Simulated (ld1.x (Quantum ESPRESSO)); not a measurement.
## Varying the RRKJ potential for Lu (Z = 71)

Base potential:

ld1.x (Quantum ESPRESSO) 7.5 input, shortened:

```
&input
   title='Lu', zed=71., rel=2, dft='PBE', iswitch=3,
   config='[Xe] 4f14 5d1 6s2 6p0', rel_dist='average'
 /
 &inputp
   pseudotype=2, tm=.false., rho0=0.005, lloc=0,
   nlcc=.false.
 /
3
5P  2  1   6.00   0.00  1.75  1.75  0.0
5D  3  2   1.00   0.00  2.05  2.05  0.0
5S  1  0   2.00   0.00  1.55  1.55  0.0
 &test
   configts(1)='5s2 5p6 5d1 6s2 6p0'
 /
```

Open shells are filled in proportion to 2j + 1 (rel_dist='average').

Occupied shells without a wave of their own: 6s. They enter only through the test configuration that unscreens the potential.

Cutoffs, loose and tight: the cutoffs (Ry, on a coarse ladder) from which the occupation-weighted sum of valence levels, in a spherical-Bessel basis at the reference potential, stays within 10 and 1 mRy of its value at 400 Ry. They do not see the model core or the augmentation charge, which bear on the density cutoff. Test errors are all-electron minus pseudo excitation energies from the reference, over the configurations 5s2 5p6 5d1 6s1 6p0; 5s2 5p6 5d1 6s0 6p0; 5s2 5p6 5d0 6s0 6p0; 5s2 5p6 5d0 6s2 6p1; 5s2 5p6 5d1.5 6s1.5 6p0; 5s2 5p6 5d1 6s1 6p1; 5s2 5p6 5d0 6s2 6p0. A dash means not determined; rows that change the core or the reference have their own tests. The largest error is taken over the tests solved by every variant that gives reliable tests at all: 5s2 5p6 5d0 6s0 6p0; 5s2 5p6 5d0 6s2 6p0; 5s2 5p6 5d0 6s2 6p1; 5s2 5p6 5d1 6s0 6p0; 5s2 5p6 5d1 6s1 6p0; 5s2 5p6 5d1 6s1 6p1.

Cutoffs are not given where the Bessel-basis levels miss the radial ones by over 6 mRy, ghosts where they miss by over 20 mRy; a channel whose overlap is not positive is not tested.

On the changes marked as counting shells twice: ld1.x takes every shell without a wave as core, so the model core holds the marked electrons as well and exchange and correlation see them twice. This cancels in the reference configuration, but the file is broken for other ones, and its errors say nothing about a proper core correction.

```csv
change,outcome,"cutoff, loose","cutoff, tight",bound ghosts,largest test error (meV)
base,"generated, misses its reference levels by 0.30 eV",–,–,none,-1454
"core [Kr] 4d10, valence charge 25; reference 4f14 5s2 5p6 5d1 6s1.75 6p0; waves now 5s (bound): rc 1.15 bohr; 5p (bound): rc 2.20 bohr; 5d (bound): rc 2.35 bohr; 4f (bound): rc 1.20 bohr; local potential all-electron potential smoothed inside 2.35 bohr (lloc = -2); core correction Bessel-smoothed model core inside 0.55 bohr (6s counted twice)","generated, misses its reference levels by 0.30 eV",230 Ry,300 Ry,none,"no test is counted, since the test run did not reproduce the reference configuration"
wave 5d (bound): rc 2.05 bohr becomes 5d (bound): rc 1.38 bohr,"generated, misses its reference levels by 0.30 eV",–,–,none,-1456
core correction a·sin(br)/r model core inside 1.16 bohr (6s counted twice),"generated, misses its reference levels by 0.30 eV",–,–,none,-2447
wave 5p (bound): rc 1.75 bohr becomes 5p (bound): rc 1.76 bohr,"generated, misses its reference levels by 0.30 eV",–,–,none,-1454
reference 5s2 5p6 5d0 6s0 6p0,generated,–,–,none,+1359
wave 5s (bound): rc 1.55 bohr becomes 5s (bound): rc 1.82 bohr,"generated, misses its reference levels by 0.89 eV",–,–,none,-4171
```

(1) What comes out with this change to the base: all radii scaled by about 1.35 (s 2.08, p 2.36, d 2.76 bohr)?

(2) What comes out with this change to the base: type PAW; waves now 5s (bound): rcut 1.50, rcutus 1.55 bohr; 6s (bound): rcut 1.50, rcutus 1.55 bohr; 5p (bound): rc 1.75 bohr; 6p (bound): rc 1.75 bohr; 5d (bound): rcut 1.80, rcutus 2.05 bohr; 5d channel at 0.25 Ry: rcut 1.80, rcutus 2.05 bohr; local potential all-electron potential smoothed inside 1.45 bohr (lloc = -1); core correction a·sin(br)/r model core, default radius (ld1.x builds one for every PAW set, though the input has nlcc=.false.); augmentation BESSEL, radius 1.20 bohr; rho0 0?

(3) What comes out with this change to the base: local potential the p channel?

Answers

(1) outcome: generated, misses its reference levels by 1.78 eV; bound ghosts: not determined; largest test error (meV): -7773.

(2) outcome: failed: invmat: error in DGETRF. Cause: a PAW channel has rcut = rcutus, so it is not pseudised and its block of the matrix B = ⟨φ|χ⟩ is zero.

(3) outcome: failed: run_pseudo: Errors in PS-KS equation. Cause: the pseudo-atom solver did not find the valence states with the expected number of nodes, which is the usual sign of a ghost state.
